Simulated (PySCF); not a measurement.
Os(O)4 anion (O₄Os), SMILES [O]=[Os](=[O])(=[O])=[O] (connectivity only; charge and spin as stated), charge -1, multiplicity 2. Coordinates come from a PBE-D3(BJ)/def2-SVPD optimisation. The spin state was assumed, not searched. The isomer is the one that the SMILES or the coordinates give; other isomers of the formula were not compared. The def2 effective core potentials stand for the cores of Os; spin–orbit coupling is left out.

Calculation: PBE-D3(BJ)/def2-SVPD (PySCF).

Harmonic wavenumbers (cm⁻¹): 210, 225, 281, 281, 317, 819, 844, 844, 886. Rotational constants (GHz): 3.984, 3.984, 3.445; symmetry number 4.

Work out the zero-point energy and the ideal-gas rigid-rotor harmonic-oscillator thermochemistry at 298.15 K and 1 atm.

ZPE = ½ Σ hcν = ½ × 4708 cm⁻¹ = 28.16 kJ/mol. H − E(el) = 44.95 kJ/mol. Entropy in J/(mol K): translation 177.82, rotation 98.00, vibration 37.77, spin 5.76, total 319.35. G − E(el) = -50.26 kJ/mol. Cp = 79.23 J/(mol K).
